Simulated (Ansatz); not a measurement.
C$_{3}$H$_{7}$GaS, SMILES `C=C(S)[CH2][GaH2]`. Charge 0, multiplicity 1. All single points use the PBE0-D4/def2-TZVP geometry. It is one conformer, not always the lowest.

```xyz
12

C     1.594    0.405   -0.961
C     0.652    0.375   -0.027
S     0.787   -0.643    1.450
C    -0.710    0.956   -0.045
Ga   -1.709   -0.733    0.455
H     1.436    0.985   -1.862
H     2.525   -0.141   -0.871
H     1.504   -1.655    0.935
H    -0.854    1.665    0.777
H    -0.935    1.452   -0.989
H    -2.676   -0.731    1.692
H    -1.613   -1.933   -0.554
```

Question: What is the dipole moment at r2SCAN/def2-TZVPP? (Estimate.)

Answer: Computed: 1.57 D, with components (1.46, 0.25, -0.51) D in this frame, pointing from negative to positive charge.

Question: And with PBE, B3LYP, ωB97M-V? (Estimate.)

Answer: Ansatz gave: PBE 1.57 D, B3LYP 1.55 D, ωB97M-V 1.53 D.

Question: Give the Mulliken charges with r2SCAN, B3LYP, PBE in def2-TZVPP. (An estimate is asked.)

Answer: Ansatz gave: 
| atom | r2SCAN | B3LYP | PBE |
| --- | --- | --- | --- |
| C1 | -0.24 | -0.25 | -0.24 |
| C2 | 0.11 | 0.07 | 0.07 |
| S3 | -0.11 | -0.10 | -0.10 |
| C4 | -0.23 | -0.26 | -0.23 |
| Ga5 | 0.19 | 0.17 | 0.11 |
| H6 | 0.08 | 0.10 | 0.08 |
| H7 | 0.08 | 0.10 | 0.09 |
| H8 | 0.12 | 0.12 | 0.13 |
| H9 | 0.08 | 0.10 | 0.10 |
| H10 | 0.06 | 0.09 | 0.08 |
| H11 | -0.07 | -0.06 | -0.05 |
| H12 | -0.07 | -0.06 | -0.05 |

B3LYP here is the variant with VWN-RPA as its local correlation; programs differ in this.
